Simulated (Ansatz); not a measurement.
Start from `F[SiH2]S[SiH2]F` and change one atom or group to get `N[SiH2]S[SiH2]F`.

Ansatz, PBE0-D4/def2-TZVP geometries, multiplicity 1. Each molecule was computed in one conformer, which needn't be the lowest.

```csv
property,`F[SiH2]S[SiH2]F`
HOMO energy (PBE0/def2-TZVPP) / eV,-8.40
LUMO energy (B3LYP/def2-TZVPP) / eV,-0.55
HOMO energy (ωB97M-V/def2-TZVPP) / eV,-10.58
HOMO–LUMO gap (PBE/def2-TZVPP) / eV,5.94
size of the dipole moment (B3LYP/def2-TZVPP) / D,0.07
HOMO–LUMO gap (ωB97M-V/def2-TZVPP) / eV,12.01
```

Question: What does the change do to each property? (Estimate.)

Answer: Computed: 
```tsv
property	`N[SiH2]S[SiH2]F`	shift
HOMO energy (PBE0/def2-TZVPP) / eV	-7.63	0.77
LUMO energy (B3LYP/def2-TZVPP) / eV	-0.34	0.21
HOMO energy (ωB97M-V/def2-TZVPP) / eV	-9.84	0.74
HOMO–LUMO gap (PBE/def2-TZVPP) / eV	5.36	-0.58
size of the dipole moment (B3LYP/def2-TZVPP) / D	2.63	2.56
HOMO–LUMO gap (ωB97M-V/def2-TZVPP) / eV	11.39	-0.62
```

With PBE0 the HOMO rises by 0.77 eV and the LUMO rises by 0.23 eV, so the gap narrows by about 0.54 eV. PBE moves the HOMO by 0.83 eV and ωB97M-V by 0.74 eV. Dipoles are sizes alone; their direction can turn.

Positive LUMOs are unbound, so they and the gaps depend on the basis.

B3LYP here is the variant with VWN-RPA as its local correlation; programs differ in this.
